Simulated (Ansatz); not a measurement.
Consider the redistribution: `[F][Sn]([F])([F])[Cl]` + `CN[SiH](N)[SiH3]` → `[F][Sn]([F])([SiH3])[Cl]` + `CN[SiH](N)F`.

Calculated with Ansatz (gas phase, PBE0-D4/def2-TZVP geometries, no zero-point term in ΔE). CCSD(T)/CBS is the MP2 limit (def2-TZVPP, def2-QZVPP) plus CCSD(T) − MP2 in def2-TZVPP, frozen cores. DFT in def2-TZVPP. B3LYP here is the variant with VWN-RPA as its local correlation; programs differ in this. def2 core potentials past Kr. For Sn outer-core shells are correlated without core-valence functions, which leaves a few kJ/mol of doubt a bond. Each species was taken in one conformer, which may not be the lowest.

```json
{"level": "PBE-D4", "ΔE (kJ/mol)": "-178.2", "difference from CCSD(T)/CBS": "14.1"}
{"level": "r2SCAN-D4", "ΔE (kJ/mol)": "-188.8", "difference from CCSD(T)/CBS": "3.5"}
{"level": "PBE0-D4", "ΔE (kJ/mol)": "-187.1", "difference from CCSD(T)/CBS": "5.2"}
{"level": "B3LYP-D4", "ΔE (kJ/mol)": "-194.9", "difference from CCSD(T)/CBS": "-2.6"}
{"level": "ωB97X-V", "ΔE (kJ/mol)": "-187.0", "difference from CCSD(T)/CBS": "5.3"}
{"level": "ωB97M-V", "ΔE (kJ/mol)": "-196.6", "difference from CCSD(T)/CBS": "-4.3"}
{"level": "r2SCAN", "ΔE (kJ/mol)": "-189.6", "difference from CCSD(T)/CBS": "2.7"}
{"level": "PBE0", "ΔE (kJ/mol)": "-189.0", "difference from CCSD(T)/CBS": "3.3"}
{"level": "B3LYP", "ΔE (kJ/mol)": "-197.9", "difference from CCSD(T)/CBS": "-5.6"}
{"level": "HF/def2-TZVPP", "ΔE (kJ/mol)": "-205.0", "difference from CCSD(T)/CBS": "-12.7"}
{"level": "MP2/def2-TZVPP", "ΔE (kJ/mol)": "-198.6", "difference from CCSD(T)/CBS": "-6.3"}
{"level": "SCS-MP2/def2-TZVPP", "ΔE (kJ/mol)": "-195.5", "difference from CCSD(T)/CBS": "-3.2"}
{"level": "CCSD(T)/def2-TZVPP", "ΔE (kJ/mol)": "-190.5", "difference from CCSD(T)/CBS": "1.8"}
{"level": "SCS-MP2/def2-QZVPP", "ΔE (kJ/mol)": "-195.2", "difference from CCSD(T)/CBS": "-2.9"}
{"level": "MP2/CBS(def2)", "ΔE (kJ/mol)": "-200.4", "difference from CCSD(T)/CBS": "-8.1"}
{"level": "CCSD/CBS(def2)", "ΔE (kJ/mol)": "-197.0", "difference from CCSD(T)/CBS": "-4.7"}
{"level": "CCSD(T)/CBS", "ΔE (kJ/mol)": "-192.3", "difference from CCSD(T)/CBS": "0"}
```

Largest T1 diagnostic among the species: 0.014.

In def2-TZVPP, CCSD(T) changes the Hartree–Fock value by +14.6 kJ/mol (the triples alone add +4.7 kJ/mol) and MP2 by +6.5 kJ/mol. From PBE to PBE0 (25 % exact exchange), in def2-TZVPP and without D4, ΔE moves by −8.8 kJ/mol.
